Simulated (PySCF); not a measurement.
**Relaxation of triplet H₄RuO**

Method: UPBE0 in PySCF with Ru def2-TZVP with ECP28, O def2-TZVP, H def2-TZVP; scalar-relativistic core potentials, no spin–orbit coupling; density-fitted integrals. A (50,194) grid was used.

A start displaced from a saddle point along its imaginary mode, of Cs symmetry, held to at least that symmetry:

```xyz
6
charge 0 multiplicity 3, angstrom
Ru    0.0020    0.0000    0.2128
O     0.0017    0.0000   -1.4626
H    -0.1200    1.6476   -0.0544
H    -0.1200   -1.6476   -0.0544
H    -1.4326    0.0000    0.8917
H     1.4391    0.0000    0.9078
```

Optimiser trace:
```json
{"step": "0", "E − E(last) (kJ/mol)": "46.95", "largest gradient (Eh/bohr)": "0.01279"}
{"step": "1", "E − E(last) (kJ/mol)": "34.66", "largest gradient (Eh/bohr)": "0.01529"}
{"step": "2", "E − E(last) (kJ/mol)": "18.54", "largest gradient (Eh/bohr)": "0.01591"}
{"step": "3", "E − E(last) (kJ/mol)": "7.62", "largest gradient (Eh/bohr)": "0.01598"}
{"step": "4", "E − E(last) (kJ/mol)": "2.78", "largest gradient (Eh/bohr)": "0.00692"}
{"step": "5", "E − E(last) (kJ/mol)": "0.29", "largest gradient (Eh/bohr)": "0.00217"}
{"step": "6", "E − E(last) (kJ/mol)": "0.04", "largest gradient (Eh/bohr)": "0.00230"}
{"step": "7", "E − E(last) (kJ/mol)": "0.01", "largest gradient (Eh/bohr)": "0.00049"}
{"step": "8", "E − E(last) (kJ/mol)": "0.00", "largest gradient (Eh/bohr)": "0.00011"}
```

It ends at Cs with Ru–H 1.579 Å, Ru–H 1.616 Å, Ru–H 1.649 Å (×2), Ru–O 1.657 Å; H–Ru–H 70.8° (×2), H–Ru–H 105.0° (×2), H–Ru–H 129.6°, H–Ru–H 140.9°, H–Ru–O 93.4° (×2), H–Ru–O 111.1°, H–Ru–O 119.3° (after a last refinement on a finer grid). A frequency run shows 2 imaginary modes, down to 551i cm⁻¹, so it is a higher-order saddle point.

Open d and f shells are described by one determinant, and the ground state may have another occupation or spin. At this level a singlet minimum of C4v symmetry lies 208 kJ/mol below this structure.

The relaxation took 15 s on 4 threads of a shared Arm Neoverse V2 host, with 95 basis functions and 9 gradients; the process peaked at 1.4 GiB. Launch command: `OMP_NUM_THREADS=4 python axn.py task.json out`.
